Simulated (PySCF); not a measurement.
(SiH3)(GeH3)PPF2, F2GeH6P2Si.
Geometry (PBE0-D3(BJ)/def2-SVP, Å), atoms numbered from 1 in this order:
```
atom  x, y, z in Å
F1     0.440    3.015   -0.615
P2     0.943    1.745    0.247
F3     2.509    1.782   -0.150
P4     0.327    0.166   -1.208
Si5   -1.841    0.180   -0.535
Ge6    1.029   -1.572    0.185
H7    -2.376   -1.206   -0.672
H8    -2.607    1.109   -1.413
H9    -1.969    0.628    0.888
H10    0.896   -1.178    1.670
H11    2.498   -1.873   -0.142
H12    0.149   -2.795   -0.116
```

The calculation used core-valence-separated Tamm–Dancoff BHandHLYP/aug-pcX-1 (pcseg-1 on H, def2-SVPD on Si, def2-SVPD on P, def2-SVPD on Ge) in PySCF, non-relativistic, gas phase, PBE0-D3(BJ)/def2-SVP geometry. BHandHLYP without relativity tends to put these K edges a few eV too low, so spacings mean more than positions.

The lowest roots of each edge with f over 0.003 (five at most, numbered afresh; weaker and dark ones are left out), with transition dipoles (au) in the frame of the coordinates:

| root | edge | E (eV) | f | μx | μy | μz |
| --- | --- | --- | --- | --- | --- | --- |
| 1 | F | 684.46 | 0.0216 | 0.0032 | -0.0287 | 0.0213 |
| 2 | F | 684.47 | 0.0236 | 0.0326 | 0.0105 | -0.0154 |
| 3 | F | 685.52 | 0.0105 | -0.0104 | 0.0227 | -0.0002 |
| 4 | F | 685.56 | 0.0105 | -0.0238 | -0.0032 | -0.0069 |
| 5 | F | 686.72 | 0.0102 | -0.0161 | 0.0187 | -0.0006 |

**Question.** Molecules are fixed in this frame and the field points along z. What effective strengths 3 f cos²θ do the roots have (θ between field and μ)?

**Answer.** root 1 (F1/F3): 0.023, root 2 (F1/F3): 0.012, root 3 (F3): 0.000, root 4 (F1): 0.002, root 5 (F1): 0.000. Root 1 is the strongest. Averaged over all orientations cos²θ is 1/3, which gives f back.

 Relativistic effects, spin–orbit coupling among them, are left out although an element past zinc is present.

One conformer stands for the species.
